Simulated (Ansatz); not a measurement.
Reaction (formal exchange of groups at the Sn–C bond): `O[SiH2][CH2][SnH3]` + `CC(F)Cl` → `C[C](F)(Cl)[SnH3]` + `C[SiH2]O`

Computed with Ansatz on PBE0-D4/def2-TZVP structures; ΔE is electronic, products minus reactants. CCSD(T)/CBS adds triple-zeta CCSD(T) − MP2 to the extrapolated MP2 energy (def2 sets, frozen cores). This one scheme is used for every species. Functionals use def2-TZVPP. def2 core potentials past Kr. For Sn outer-core shells are correlated without core-valence functions, which leaves a few kJ/mol of doubt a bond. One conformer a species, not always the lowest.

```
             species  ωB97X-V energy (Eh)
`O[SiH2][CH2][SnH3]`           -621.92373
           `CC(F)Cl`           -638.63043
 `C[C](F)(Cl)[SnH3]`           -854.08258
          `C[SiH2]O`           -406.46106
```

(1) Work out ΔE.

Largest T1 diagnostic among the species: 0.012.

## Answers

(1) ΔE = (-854.08258) + (-406.46106) − (-621.92373) − (-638.63043) = 0.01052 Eh = +6.6 kcal/mol. CCSD(T)/CBS gives +7.2 kcal/mol.

In def2-TZVPP, CCSD(T) changes the Hartree–Fock value by −1.7 kcal/mol (the triples alone add −0.4 kcal/mol) and MP2 by −1.6 kcal/mol. From PBE to PBE0 (25 % exact exchange), in def2-TZVPP and without D4, ΔE moves by +1.5 kcal/mol.
